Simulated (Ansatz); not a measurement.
Cs3I2⁺, relaxed as a singlet with RKS r2SCAN-D4/def2-SVP in Ansatz, starting from the GFN1-xTB geometry. Force threshold 0.02 eV/Å.

In the def2 sets Cs, I take a core potential; there is no spin–orbit coupling. The structure comes from a short search, and lower isomers may exist.

Start:

```xyz
5

Cs    1.548    0.754    2.180
Cs    1.159   -0.382   -2.482
Cs   -2.727   -0.388    0.279
I     0.375   -2.434    0.599
I    -0.355    2.450   -0.576
```

**Question.** Estimate the energy that the relaxation releases and the steps that it takes.

**Answer.** 15.8 kJ/mol, in 4 steps; 16 s on 4 threads of Arm Neoverse V1 on a shared host. No frequencies were taken in this run, so the end may be a saddle point.

**Question.** Does the start keep its bonding?

**Answer.** By distances, no bond broke or formed. The bond that changes most is Cs3–I5, from 3.80 to 3.73 Å (atoms count from 1). The end is the same structure that another start reached, the lowest one found.

**Question.** Predict the relaxed structure.

**Answer.** 
Cartesian coordinates in Å:
```
Cs 1.6752 0.8181 2.3580
Cs 1.2902 -0.4284 -2.6815
Cs -2.9629 -0.3883 0.3261
I 0.3377 -2.1342 0.4979
I -0.3401 2.1328 -0.5006
```
Bond lengths (bridged metal pairs left out): 6 × Cs–I 3.73 to 3.74 Å.
